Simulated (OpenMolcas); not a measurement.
Pd2+: effect of the metal basis and orthogonalisation functions

Pd2+ with its 6 nearest fluoride ions at 2.027 Å, on the Zn site of KZnF3 (a = 4.054 Å, distance in the model lattice 2.027 Å). The rest of the host is ab initio model potentials to 7.6 Å and point charges beyond; the distance is set by hand and nothing relaxes.

```yaml
Program: OpenMolcas
Method: "SS-CASPT2, IPEA 0.25 Eh, imaginary shift 0.1 Eh (closed shells correlated: 4s 4p and the ligand valence shells)"
Spin-orbit_coupling: state interaction with AMFI integrals over the reference wave functions
```

Fixed: ligand basis ANO-RCC-VDZP, active space 8 electrons in 5 orbitals (4d), DKH2 Hamiltonian.

States (labels of O, the rotations of Oh). Energies in cm-1 above the lowest state or level, χT in cm3 K/mol; 10Dq and B are least-squares fits to the states below 45000 cm-1, weighted by degeneracy, with a free offset, and given where the rms deviation is under 5 % of |10Dq| (or 100 cm-1) and under 700 cm-1.

```csv
Run,Metal basis,Orthogonalisation functions,Ground state,First state of that spin,10Dq,B (rms of fit),First gap with spin-orbit (degeneracies),χT at 300 K,First state of another spin,Cost
A,ANO-RCC-VDZP,yes,3A2,3T2 19510,19527,712 (294),"9690 (3, 2)",1.279,1E 9910,roughly 70 core-seconds
B,ANO-RCC-VTZP,no,3A2,3T2 20020,,,"9050 (3, 2)",1.263,1E 9220,roughly 80 core-seconds
```

Against A, the first state of the same spin changes by +2.6 % in B.

Costs are those of the CASPT2 steps.

Roots that are degenerate in the reference are averaged as groups; the widest CASPT2 spread within a group is 830 cm-1 (the 3-fold group of multiplicity 1 near 29100 cm-1 above the lowest state of its run, B). Shifts and gaps below about the spread of the groups concerned are not significant. Over all roots computed the reference weight is 0.72 to 0.73 in A, 0.72 to 0.73 in B; a low but even weight reflects the number of correlated electrons. Real 4d8 and 5d8 ions are as a rule square planar and diamagnetic. Ligand-to-metal charge-transfer states are missing. With no ligand orbital active B as a rule stays too high, so bands that hang on it stand too high and its fall with covalency is understated. With one d shell and no ligand orbital active, 10Dq can be off by a tenth or more. The distance lies 4 % under the 2.12 Å that this model takes as the normal distance (a Shannon-type radius plus a fixed donor radius, weighted with the host); by an R⁻⁵ law this alone changes a d-shell field by about +25 %. No measured value stands beside these numbers; the geometry was set by hand and not optimised.
